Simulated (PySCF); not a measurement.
CH4BClO2. Atoms are numbered in the order given.

```xyz
9

B      0.0765     0.1869     0.0630
Cl    -0.2037    -0.3431     1.7384
O      0.5989     1.4116    -0.1882
H      0.7776     1.9109     0.6139
O     -0.2485    -0.6661    -0.9187
C     -0.0698    -0.3538    -2.2799
H      0.6482    -1.0607    -2.7232
H     -1.0318    -0.4654    -2.8024
H      0.3016     0.6719    -2.4221
```

The structure is a stationary point at PBE0-D3(BJ)/def2-SVP. One conformer was computed; it need not be the lowest.

The numbers are results of PBE0/pcSseg-1 run with PySCF, not measurements.

GIAO shieldings, no solvent; atoms alike by connectivity are averaged. δ = σ(ref) − σ: ¹¹B against BF3 (σ = 88.8 ppm); ³⁵Cl against HCl (σ = 945.9 ppm); ¹⁷O against H2O (σ = 334.2 ppm); ¹H against TMS (σ = 31.56 ppm); ¹³C against TMS (σ = 186.3 ppm), references at their B3LYP-D3(BJ)/def2-TZVP geometries, non-relativistic (without spin–orbit terms, shifts of atoms bonded to Cl or Br come out too high).

Q: Estimate the chemical shifts. (Estimate from the structure and the level; the computed values follow.)

A: 
```tsv
nucleus	atoms	count	δ (ppm)
¹¹B	B1	1	11.9
³⁵Cl	Cl2	1	65.1
¹⁷O	O3	1	128.9
¹⁷O	O5	1	97.7
¹H	H4	1	4.15
¹H	H7, H8, H9	3	4.14
¹³C	C6	1	55.2
```
